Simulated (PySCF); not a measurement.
## Does the structure fit the spectrum?

A compound C₆H₇ClO gives the data below (simulated from a calculation) and was assigned the structure `C=C[C@@H]1C[C@@H]1C(=O)Cl`.

$^{13}$C{$^{1}$H} NMR (computed): δ 151.1 (CH, 2C), 107.5 (CH, 2C), 58.3 (CH2), 38.0 (CH).

$^{1}$H NMR (400 MHz, computed): δ 6.70 (d, 2H), 4.61 (m, 2H), 3.41 (m, 1H), 3.34 (m, 2H).

[PySCF 2.14: geometry: GFN2-xTB; NMR shieldings at PBE0/pcSseg-1/GIAO; one conformer; no solvent model; non-relativistic Hamiltonian; fast rotation and ring inversion assumed for equivalent nuclei]

Shifts are taken against calculated references (same method and geometry level): $^{1}$H, $^{13}$C against TMS.

Problem. Compare with the shifts computed for the proposed structure, pairing carbons in order of shift.

Solution. Numbering as in the mapped SMILES `[CH2:1]=[CH:2][C@@H:3]1[CH2:4][C@@H:5]1[C:6](=[O:7])[Cl:8]`. Each H is labelled by its parent atom.

```csv
atom,computed for proposal,given list,difference
C6,183.2,151.1,+32.1
C2,142.8,151.1,-8.3
C1,124.6,107.5,+17.1
C3,36.3,107.5,-71.2
C5,34.0,58.3,-24.3
C4,23.4,38.0,-14.6
```

The rms difference is 34.8 ppm and the largest -71.2 ppm at C3 (three-membered-ring carbon). The proposal also would give 6 carbon signals, not 4. The carbon types in order of shift don't match either: C, CH, CH2, CH, CH, CH2 for the proposal against CH, CH, CH, CH, CH2, CH in the data. The proposal doesn't fit.

Problem. Which isomer fits?

Solution. SMILES C1=CC(CCl)C=CO1.

1. Carbon types of the structure: 5 × CH, 1 × CH2, which accounts for all hydrogens.
2. δC 151.1: alkene carbon bearing oxygen; an sp2 carbon further deshielded by the attached heteroatom.
3. δC 107.5: β carbon of an enol-ether or enamine type C=C; the O or N lone pair pushes π density onto this β carbon and shields it.
4. δC 58.3: sp3 CH2 bonded to Cl; pulled downfield by the heteroatom.
5. δH 3.34: hydrogen on an sp3 CH2 bonded to Cl; its carbon carries Cl, an electronegative neighbour.

Other isomers checked: C=C/C(=C/C)C(=O)Cl (rms 37.9 ppm).

The shifts were computed for this structure.

Carbons that carry Cl, above all several Cl atoms, come out too deshielded, partly because spin–orbit coupling is missing. Shifts are as computed. Against solution values, carbons near 30 ppm lie about +3 ppm off and those near 130 ppm about +5 ppm; carbons on Cl a further +6 ppm. Of 1211 compounds with measured shifts, 218 miss one by over three times the rms of a fit or turn the order of signals round; such compounds aren't used in these exercises. Multiplicities follow the n + 1 count of equivalent neighbours, as no J values were calculated; m marks all less simple cases, F and P coupling included.
